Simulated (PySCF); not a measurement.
C$_{6}$H$_{13}$Te, doublet, geometry from GFN2-xTB (all electrons, no relativity). Base run: WB97X/STO-3G in PySCF.

Input for PySCF:
```python
from pyscf import gto, scf, dft

mol = gto.M(
    atom='''
C     1.904425    1.695099   -0.321043
C     1.539721    0.282943   -0.635481
C     2.648289   -0.564759   -1.164375
Te   -0.006589   -0.685114    0.398469
C    -1.473472    0.937932    0.156205
C    -1.680030    1.241724   -1.313245
C    -2.766314    0.526133    0.831677
H     2.324524    2.177351   -1.205926
H     1.045205    2.273585    0.008999
H     2.669132    1.744833    0.462383
H     2.298992   -1.565400   -1.409610
H     3.469661   -0.657362   -0.445713
H     3.065701   -0.109534   -2.064711
H    -1.070781    1.816573    0.661243
H    -0.735726    1.489362   -1.793409
H    -2.110622    0.381910   -1.823078
H    -2.360065    2.085788   -1.432828
H    -3.504413    1.324059    0.750128
H    -3.177963   -0.365446    0.362149
H    -2.606735    0.315752    1.887540
''',
    basis='sto-3g',
    charge=0,
    spin=1,
    verbose=4,
)

mf = dft.UKS(mol)
mf.xc = 'wb97x'
mf.kernel()
```

Variants of this job, named by their change:

```csv
change,ΔE vs base (µEh),grid points,electrons on the grid,outcome
base,0.0,234176,101.00001,converged
small_rho_cutoff = 0,0.0,234176,101.00001,converged
grids.radi_method = gauss_chebyshev,-1160,228088,101.00000,converged
grids.level = 7,408,1261104,101.00000,converged
grids.prune = dft.gen_grid.sg1_prune,-,-,-,input refused
grids.level = 5,418,610712,101.00000,converged
"grids.atom_grid = (50, 194)",-7750,132032,100.99951,converged
grids.radi_method = mura_knowles,571,222256,101.00001,converged
grids.level = 4,342,407440,101.00001,converged
grids.level = 1,-2901,71248,100.99935,converged
grids.radi_method = delley,446,250600,101.00001,converged
```

Open shells are given as the SCF converged; they aren't shown to be the lowest states, and a large step between rows can be another state.

- grids.prune = dft.gen_grid.sg1_prune: ended with `IndexError: index 52 is out of bounds for axis 0 with size 19`
